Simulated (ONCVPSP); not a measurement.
## An all-electron radial function and its pseudo partner (Al)

Columns: radius, all-electron u(r) and pseudo u(r) of the 3p shell (level -2.69 eV) of aluminium in the configuration [Ne] 3s2 3p1; PBEsol, scalar-relativistic, ONCV scheme, ONCVPSP 4.0.1.

```csv
r (bohr),all-electron,pseudo
0.120,-0.0936,0.0036
0.240,-0.1874,0.0140
0.360,-0.2147,0.0309
0.480,-0.1896,0.0536
0.600,-0.1336,0.0815
0.720,-0.0624,0.1142
0.840,0.0141,0.1508
0.960,0.0899,0.1904
1.080,0.1618,0.2315
1.200,0.2279,0.2730
1.320,0.2875,0.3138
1.440,0.3406,0.3534
1.560,0.3872,0.3913
1.680,0.4276,0.4271
1.800,0.4617,0.4598
1.920,0.4900,0.4884
2.040,0.5126,0.5119
2.160,0.5302,0.5300
2.280,0.5432,0.5432
2.400,0.5520,0.5520
2.520,0.5570,0.5570
2.640,0.5588,0.5588
2.760,0.5576,0.5576
2.880,0.5539,0.5539
3.000,0.5480,0.5480
3.120,0.5402,0.5402
```

(1) How many radial nodes do the two functions have?

(2) At about which radius was the pseudo-wave matched?

(3) Where does each function peak?

(4) Is the pseudo-wave norm-conserving?

Answers

(1) The all-electron 3p function has n − l − 1 = 1; the pseudo-wave has 0, since the states of the same l below it are removed with the core.

(2) 2.40 bohr. The columns agree to 0.0005 from 2.16 bohr on; several derivatives are matched, so the curves merge somewhat inside the radius.

(3) Outermost all-electron maximum near 2.64 bohr, pseudo maximum near 2.64 bohr (to the table’s step).

(4) Yes: the ONCV scheme keeps the norm inside the radius equal to the all-electron one, which fixes the energy derivative of the logarithmic derivative at the level.
